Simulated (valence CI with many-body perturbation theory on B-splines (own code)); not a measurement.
## E1 line list for Ru5+

Computed by valence CI with perturbative core correlation (CI+MBPT): three valence electrons over a frozen Dirac-Fock core [Kr], a basis of 7 s, 7 p, 8 d, 6 f, 4 g, 1 h functions for each j, with the one-electron correlation potential Σ1 (screened to all orders), the two-electron term Σ2, the three-electron term Σ3, Breit, model QED; selected single and double excitations, second order for the rest (own B-spline code, finite nucleus).

No measured spectrum was set against this ion. As an estimate, terms of the open shell hold to 2 to 4 % of their energy, and close levels can change places; different configurations can be misplaced against each other by 1,000 to 8,000 cm⁻¹. The list stops below the first excitations out of the core.

Lines 101 to 150 of 562 in falling wavelength, among levels below 274060 cm⁻¹, chosen from the strongest by gf and those to the six lowest levels. Wavelengths and rates use the calculated energies, so an error of 2000 cm⁻¹ moves a line at 139.6 nm by 2.8 % and its rate by three times that or more. Electric multipoles are in the length gauge, E1 and E2 with the static RPA response of the core. Weak lines are less certain than strong ones. Lines between different terms over intervals too small for the method are left out, as are lines whose strength nearly cancels. Where a level lies close to another of its J and parity, the split of strength between their lines is uncertain. The highest levels of a list are the least certain.

Names give the largest LS component (configuration and term), which can be under half, so a name can repeat, a term be missing and a line seem to break the LS rules; names also repeat where a configuration has a term twice. Letters in brackets count levels of one name in rising energy.

| λ vac (nm) | Upper | Lower | A (s⁻¹) | log gf | Branch % |
| --- | --- | --- | --- | --- | --- |
| 139.6 | 4d²5p ²P°_3/2 [a] | 4d²5s ⁴P_3/2 | 2.80e+08 | -0.49 | 3.0 |
| 139.5 | 4d²5p ²D°_5/2 [a] | 4d²5s ²F_5/2 | 9.11e+07 | -0.80 | 1.3 |
| 139.4 | 4d²5p ⁴D°_1/2 [b] | 4d²5s ⁴P_1/2 | 5.86e+08 | -0.47 | 14.8 |
| 139.3 | 4d²5p ²P°_3/2 [a] | 4d²5s ⁴P_5/2 | 3.70e+07 | -1.37 | 0.4 |
| 139.2 | 4d²5p ²G°_9/2 [a] | 4d²5s ²F_7/2 | 6.10e+08 | 0.25 | 7.2 |
| 138.5 | 4d²5p ⁴F°_5/2 | 4d²5s ⁴F_5/2 | 2.34e+08 | -0.39 | 3.0 |
| 138.3 | 4d²5p ²F°_5/2 [b] | 4d²5s ⁴P_3/2 | 9.97e+07 | -0.77 | 0.9 |
| 138.1 | 4d²5p ⁴G°_9/2 | 4d²5s ⁴F_7/2 | 4.73e+08 | 0.13 | 14.4 |
| 138.1 | 4d²5p ²F°_5/2 [b] | 4d²5s ⁴P_5/2 | 1.43e+08 | -0.61 | 1.3 |
| 137.9 | 4d²5p ²G°_7/2 [a] | 4d²5s ²F_5/2 | 3.22e+08 | -0.13 | 4.3 |
| 137.5 | 4d²5p ²F°_7/2 [a] | 4d²5s ⁴F_9/2 | 2.14e+08 | -0.31 | 2.5 |
| 137.3 | 4d²5p ²G°_7/2 [b] | 4d²5s ²F_5/2 | 4.01e+08 | -0.04 | 4.2 |
| 137.2 | 4d²5p ²D°_3/2 [b] | 4d²5s ²D_5/2 | 1.66e+08 | -0.73 | 2.3 |
| 137.2 | 4d²5p ⁴D°_3/2 [b] | 4d²5s ⁴P_3/2 | 2.10e+08 | -0.63 | 4.2 |
| 137.0 | 4d²5p ⁴D°_5/2 [b] | 4d²5s ²D_3/2 | 2.44e+08 | -0.39 | 4.8 |
| 137.0 | 4d²5p ²P°_1/2 [a] | 4d²5s ²D_3/2 | 4.78e+08 | -0.57 | 5.0 |
| 136.8 | 4d²5p ²H°_9/2 | 4d²5s ²G_7/2 | 9.09e+08 | 0.41 | 15.8 |
| 136.6 | 4d²5p ²H°_9/2 | 4d²5s ²G_9/2 | 9.54e+07 | -0.57 | 1.7 |
| 136.5 | 4d²5p ⁴F°_7/2 | 4d²5s ⁴F_7/2 | 3.23e+08 | -0.14 | 3.8 |
| 136.2 | 4d²5p ⁴F°_9/2 | 4d²5s ⁴F_9/2 | 4.56e+08 | 0.10 | 6.3 |
| 136.2 | 4d²5p ⁴F°_5/2 | 4d²5s ⁴F_3/2 | 3.50e+07 | -1.23 | 0.4 |
| 135.8 | 4d²5p ⁴D°_3/2 [b] | 4d²5s ⁴P_1/2 | 3.33e+08 | -0.43 | 6.6 |
| 135.3 | 4d²5p ²D°_5/2 [b] | 4d²5s ²D_5/2 | 9.17e+07 | -0.82 | 1.4 |
| 135.1 | 4d²5p ²G°_7/2 [c] | 4d²5s ⁴P_5/2 | 1.44e+08 | -0.50 | 1.2 |
| 134.8 | 4d²5p ⁴S°_3/2 | 4d²5s ²F_5/2 | 4.34e+07 | -1.33 | 0.4 |
| 134.7 | 4d²5p ⁴P°_3/2 | 4d²5s ²D_5/2 | 4.23e+07 | -1.34 | 0.7 |
| 134.1 | 4d²5p ²F°_5/2 [b] | 4d²5s ²F_7/2 | 5.05e+07 | -1.09 | 0.5 |
| 133.7 | 4d²5p ⁴G°_11/2 | 4d²5s ⁴F_9/2 | 1.11e+09 | 0.55 | 56.3 |
| 133.6 | 4d²5p ²F°_5/2 [a] | 4d²5s ⁴F_5/2 | 2.62e+08 | -0.38 | 4.7 |
| 133.5 | 4d²5p ²D°_5/2 [c] | 4d²5s ²P_3/2 | 6.59e+08 | 0.02 | 6.4 |
| 133.2 | 4d²5p ⁴D°_7/2 [b] | 4d²5s ²D_5/2 | 9.12e+08 | 0.29 | 10.4 |
| 133.2 | 4d²5p ²D°_3/2 [b] | 4d²5s ²D_3/2 | 3.89e+08 | -0.38 | 5.5 |
| 133.1 | 4d²5p ²F°_7/2 [a] | 4d²5s ⁴F_7/2 | 1.78e+08 | -0.42 | 2.1 |
| 133.0 | 4d²5p ⁴D°_5/2 [b] | 4d²5s ⁴P_3/2 | 2.20e+08 | -0.46 | 4.3 |
| 133.0 | 4d²5p ²P°_1/2 [a] | 4d²5s ⁴P_3/2 | 4.99e+08 | -0.58 | 5.2 |
| 132.9 | 4d²5p ⁴F°_7/2 | 4d²5s ⁴F_5/2 | 2.72e+08 | -0.24 | 3.2 |
| 132.7 | 4d²5p ⁴D°_5/2 [b] | 4d²5s ⁴P_5/2 | 2.52e+08 | -0.40 | 4.9 |
| 132.4 | 4d²5p ²D°_3/2 [a] | 4d²5s ⁴F_5/2 | 1.09e+08 | -0.94 | 1.3 |
| 132.1 | 4d²5p ⁴P°_1/2 | 4d²5s ²D_3/2 | 3.40e+08 | -0.75 | 5.2 |
| 131.9 | 4d²5p ⁴F°_9/2 | 4d²5s ⁴F_7/2 | 6.14e+08 | 0.20 | 8.5 |
| 131.9 | 4d²5p ²D°_3/2 [c] | 4d²5s ²P_1/2 | 8.59e+08 | -0.05 | 7.2 |
| 131.7 | 4d²5p ²P°_1/2 [a] | 4d²5s ⁴P_1/2 | 5.01e+07 | -1.58 | 0.5 |
| 131.4 | 4d²5p ²D°_5/2 [b] | 4d²5s ²D_3/2 | 1.98e+07 | -1.51 | 0.3 |
| 131.4 | 4d²5p ²F°_5/2 [a] | 4d²5s ⁴F_3/2 | 4.11e+08 | -0.20 | 7.3 |
| 131.3 | 4d²5p ²G°_7/2 [c] | 4d²5s ²F_7/2 | 5.57e+07 | -0.94 | 0.5 |
| 131.0 | 4d²5p ⁴D°_5/2 [a] | 4d²5s ⁴F_7/2 | 4.42e+08 | -0.17 | 4.3 |
| 130.9 | 4d²5p ⁴P°_3/2 | 4d²5s ²D_3/2 | 5.55e+08 | -0.24 | 8.9 |
| 130.9 | 4d²5p ²G°_7/2 [a] | 4d²5s ⁴F_9/2 | 2.00e+08 | -0.39 | 2.7 |
| 130.7 | 4d²5p ²H°_11/2 | 4d²5s ²G_9/2 | 1.14e+09 | 0.54 | 23.0 |
| 130.4 | 4d²5p ²P°_1/2 [b] | 4d²5s ²P_3/2 | 3.78e+08 | -0.71 | 4.1 |
